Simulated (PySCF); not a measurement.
**Radial density of Cr+ (chromium, charge +1)**

UHF, [Ar] 3d5, high-spin 6S determinant. All numbers are calculated (PySCF 2.14, scalar relativity by spin-free X2C-1e, in x2c-TZVPPall (6s5p4d2f1g, 64 functions)).

```csv
r (bohr),4πr²ρ (e/bohr),4πr²(ρα − ρβ)
0.00114,0.1982,0.0000
0.00192,0.5052,0.0000
0.00323,1.272,-0.0001
0.00543,3.083,-0.0003
0.00914,6.986,-0.0006
0.0154,14.11,-0.0011
0.0259,23.56,-0.0016
0.0435,28.79,-0.0016
0.0731,24.08,-0.0001
0.123,23.55,0.0194
0.207,31.46,0.1979
0.348,17.39,1.0632
0.585,11.21,2.8209
0.985,11.79,3.4263
1.66,3.252,1.8018
2.79,0.3933,0.3611
4.69,0.02227,0.0222
```

Densities and radii are taken from the X2C orbitals without a picture-change correction, which distorts them close to the nucleus.
